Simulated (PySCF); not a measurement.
PBE0-D3(BJ)/def2-TZVP geometry optimisation, IEF-PCM water with PySCF 2.14 and geomeTRIC: [NbF6]2-, charge -2, multiplicity 2. Start (model start, shaken):

```
7

Nb    0.0000    0.0045   -0.0041
F    -0.0134   -0.0068    1.9651
F     0.0009    0.0201   -1.9874
F     1.9707    0.0073    0.0053
F    -1.9784   -0.0140   -0.0004
F     0.0104    1.9598   -0.0069
F    -0.0285   -1.9993   -0.0276
```

| step | E − E(start) / kcal mol⁻¹ | largest force / Eh bohr⁻¹ |
| --- | --- | --- |
| 0 | 0.00 | 0.01367 |
| 1 | 0.29 | 0.00855 |
| 2 | -0.99 | 0.00300 |
| 3 | -1.07 | 0.00108 |
| 4 | -1.08 | 0.00033 |

The optimisation met its thresholds. End point:

```
7

Nb   -0.0060   -0.0039   -0.0080
F    -0.0184   -0.0135    2.0030
F    -0.0013    0.0023   -2.0190
F     1.9628    0.0532   -0.0045
F    -1.9742   -0.0590   -0.0081
F     0.0660    1.9724    0.0101
F    -0.0672   -1.9799   -0.0294
```

Metal–donor distances, start → end: F2 1.969 → 2.011 Å, F3 1.983 → 2.011 Å, F4 1.971 → 1.970 Å, F5 1.979 → 1.969 Å, F6 1.955 → 1.978 Å, F7 2.004 → 1.977 Å.

No frequencies were computed, so the end point may be a saddle point.

The job took 4.1 min on one thread of Arm Neoverse V1 (shared host), with 226 basis functions and a peak of 1.4 GiB, launched as `OMP_NUM_THREADS=1 python lf_run.py task.json out`.
